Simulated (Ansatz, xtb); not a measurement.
## Relative energy of two structures of AlGaH5N

We compare X, `[AlH2][NH][GaH2]`, a singlet, with Y, a singlet given by its coordinates. Both are isolated molecules in the gas phase, relaxed with B3LYP-D3(BJ)/def2-SVP; the shapes shown needn't be the lowest conformers.

X (Å):

```xyz
8

Al   -0.9551    1.2274    0.9010
Ga    1.2119   -0.5891   -0.7863
N     0.1264    0.8782   -0.4890
H    -1.7840    2.5781    0.9015
H    -1.0278    0.1608    2.0663
H     0.1687    1.5706   -1.2378
H     2.0510   -0.6090   -2.1117
H     1.2063   -1.7007    0.3159
```

Y (Å):

```xyz
8

Al    0.3447    0.2717   -0.7061
Ga    2.4454    1.6737    0.0703
N     0.6932    0.6900    1.1242
H     0.6464    1.8346   -1.1907
H     0.9635   -0.0429    1.7811
H     1.9162   -0.2034   -0.9696
H    -0.9075   -0.5596   -1.1966
H     0.0937    1.3433    1.6298
```

Close contacts (Å): Al1–Ga2 2.64, Al1–N3 1.91, Ga2–N3 2.27, Al1–H4 1.66, Al1–H6 1.66, Al1–H7 1.58, Ga2–H4 2.20, Ga2–H6 2.21, N3–H5 1.02, N3–H8 1.02.

Problem. Estimate which is lower in electronic energy at CCSD(T)/def2-TZVP, and by roughly how much.

Solution. Too close to call at this level: CCSD(T)/def2-TZVP gives E(Y) − E(X) = −1.53 kcal/mol.

Level by level:

| level | geometry | E(Y) − E(X) (kcal/mol) | departure from the last row (kcal/mol) | job, with rough time for the two |
| --- | --- | --- | --- | --- |
| GFN2-xTB | GFN2-xTB | −34.44 | −32.90 | optimisation, 0.18 s |
| HF/STO-3G | GFN2-xTB | +53.55 | +55.08 | single point, 0.62 s |
| r2SCAN-D4/def2-SVP | GFN2-xTB | −3.92 | −2.39 | single point, 1.5 s |
| B3LYP-D3(BJ)/def2-SVP | B3LYP-D3(BJ)/def2-SVP | −9.57 | −8.04 | optimisation, 17 s |
| HF/def2-TZVP | B3LYP-D3(BJ)/def2-SVP | +2.34 | +3.87 | part of the CCSD(T) run |
| MP2/def2-TZVP | B3LYP-D3(BJ)/def2-SVP | +1.72 | +3.26 | part of the CCSD(T) run |
| CCSD(T)/def2-TZVP | B3LYP-D3(BJ)/def2-SVP | −1.53 |  | single point, 16 s |

HF/STO-3G, HF/def2-TZVP, MP2/def2-TZVP put the two in the other order. The largest departure from CCSD(T)/def2-TZVP is that of HF/STO-3G, 55.08 kcal/mol.

With harmonic frequencies from B3LYP-D3(BJ)/def2-SVP (ideal gas, rigid rotor, one conformer each, 298.15 K, 1 atm): the zero-point term adds +2.64 kcal/mol; ΔH is +0.94 and ΔG +1.13 kcal/mol.

The correlated steps freeze 15 core orbitals; the filled d shell of Ga is correlated, in a basis made for valence electrons. Programs: Ansatz 0.2.0, xtb 6.7.1; the last row on 2 threads of Intel(R) Xeon(R) 6975P-C (Granite Rapids) on a shared host.
